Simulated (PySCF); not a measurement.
# Correlation energy of S (sulfur, neutral)

[Ne] 3s1 3p5, high-spin 3P determinant (an excited configuration). All numbers are calculated (PySCF 2.14, no relativity, point nucleus, in aug-cc-pV(Q+d)Z with one added diffuse shell each of s, p, d, f, g type (8s7p6d4f3g, 114 functions)). Frozen: [Ne]; 6 electrons correlated.

MP2 pair energies summed by pair of shells (mhartree):

```csv
pair,energy,share (%)
3p-3p,-147.38,87.8
3s-3p,-20.47,12.2
```

Total MP2 correlation energy: -167.86 mhartree.

Same-spin part -32.49 and opposite-spin part -135.37 mhartree; SCS-MP2 scales them by 1/3 and 6/5 to -173.27 mhartree.
